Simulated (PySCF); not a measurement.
**Two-component Hartree-Fock for Cs¹⁹⁺ (caesium, charge +19)**

Start: [Kr]. Calculated with PySCF 2.14 in an uncontracted even-tempered set (18 s from 1.2 bohr⁻², ratio 2.8; 14 p from 1.5 bohr⁻², ratio 2.8; 9 d from 2.7 bohr⁻², ratio 2.8; 4 f from 9.8 bohr⁻², ratio 3): generalised Hartree-Fock with the X2C-1e Hamiltonian and a Gaussian nucleus; spin-orbit coupling (SO) screened by Boettger's factors.

```
spinor shell  electrons  ε, screened SO (eV)  weight of nominal j (screened SO)  rms radius, screened SO (bohr)
       1s1/2          2             -36664.1                              1.000                          0.0298
       2s1/2          2              -6282.1                              1.000                           0.121
       2p1/2          2              -5928.2                              1.000                           0.105
       3s1/2          2              -1728.2                              1.000                           0.317
       3p1/2          2              -1580.2                              1.000                           0.308
       3p3/2          4              -1508.8                              1.000                           0.319
       3d3/2          4              -1251.6                              1.000                           0.291
       3d5/2          6              -1236.6                              1.000                           0.294
       4s1/2          2              -677.77                              1.000                           0.684
       4p1/2          2              -614.62                              1.000                           0.701
       4p3/2          4              -596.41                              1.000                           0.722
```

Question: Where does 2p3/2 lie, and what is the 2p spin-orbit splitting (screened SO)?

Answer: At -5572.4 eV, 355.81 eV above 2p1/2.

```tsv
quantity	screened SO
E (hartree)	-7639.51103
M_J	0
⟨J²⟩	0.000
⟨L²⟩	0.022
⟨S²⟩	0.022
```

Breit and QED terms are absent; they matter most for the inner s and p1/2 levels.

Densities and radii are taken from the X2C orbitals without a picture-change correction, which distorts them close to the nucleus.
